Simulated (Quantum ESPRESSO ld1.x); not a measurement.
Hg69+, 11 electrons, occupied as [Ne] 3s1. Calculated with ld1.x of Quantum ESPRESSO 7.5: Dirac Kohn-Sham, PBE, spin-unpolarised, spherical densities, point nucleus.

Normalised radial functions P(r) = r R(r) (large component), r in bohr:

r,2s1/2
0.0009586,0.7816
0.00119,0.9115
0.001477,1.0574
0.001833,1.2184
0.002256,1.3853
0.0028,1.5661
0.003475,1.7459
0.004313,1.9114
0.005311,2.0391
0.006591,2.1128
0.00818,2.0928
0.01007,1.9473
0.0125,1.6239
0.01551,1.0898
0.01925,0.3298
0.02371,-0.5932
0.02942,-1.6706
0.03652,-2.7212
0.04532,-3.5418
0.0558,-3.9226
0.06925,-3.7722
0.08595,-3.1047
0.1067,-2.1427
0.1313,-1.2328
0.163,-0.5439
0.2023,-0.1773
0.2491,-0.0424
0.3091,-0.0061
0.3836,-0.0005
0.4761,0.0000

2s1/2: eigenvalue -20738 eV, 1 radial node at r = 0.0208 bohr, <r> = 0.0682 bohr, 90 % of the charge inside 0.107 bohr.
